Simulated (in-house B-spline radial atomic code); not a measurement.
A radial electron density 4πr²n(r) was computed for an atom or ion in its tabulated ground configuration with a B-spline radial code for spherical atoms; method: non-relativistic r2SCAN, spin-polarised, spherical fractional occupations. Columns: r (bohr), 4πr²n(r) (electrons per bohr), bar.

```
   0.012   0.1171 #
   0.014   0.1563 #
  0.0164   0.2094 ##
  0.0191   0.2765 ##
  0.0224   0.3679 ###
  0.0262   0.4846 ####
  0.0306   0.6327 #####
  0.0358   0.8223 #######
  0.0418    1.056 #########
  0.0489    1.347 ############
  0.0572    1.697 ###############
  0.0669    2.109 ##################
  0.0782    2.576 ######################
  0.0915    3.093 ###########################
   0.107    3.632 ###############################
   0.125    4.155 ####################################
   0.146    4.617 ########################################
   0.171    4.967 ###########################################
     0.2    5.132 ############################################
   0.234    5.064 ###########################################
   0.274    4.735 #########################################
    0.32     4.17 ####################################
   0.374    3.423 #############################
   0.437    2.603 ######################
   0.512    1.822 ################
   0.598    1.227 ###########
     0.7   0.8748 ########
   0.818     0.78 #######
   0.957   0.8759 ########
    1.12    1.054 #########
    1.31    1.193 ##########
    1.53     1.21 ##########
    1.79    1.077 #########
    2.09   0.8341 #######
    2.45   0.5459 #####
    2.86   0.3031 ###
    3.35   0.1356 #
    3.91  0.04932 
    4.57  0.01376 
    5.35 0.002817 
    6.26 0.0004147
```

Problem. Which atom or ion is it?
A. B+
B. O2+
C. B
D. Li+

Solution. A. The area under the curve, ∫4πr²n dr = ∫r·4πr²n d(ln r) on this logarithmic grid, is 4 electrons, which only this option has. The configuration is [He] 2s2.
